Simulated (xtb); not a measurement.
Input for xtb: GFN2-xTB on InH, 2S+1 = 1, a spin state set in the input, which need not be the lowest, a point of a bond scan (R = 1.767 Å).

```
$ xtb mol.xyz --gfn 2 --sp --chrg 0 --uhf 0
2

H      0.00000000     0.00000000     0.00000000
In     0.00000000     0.00000000     1.76702600
```

**Question.** Give the final energy of this run.

**Answer.** -1.7193 hartree.
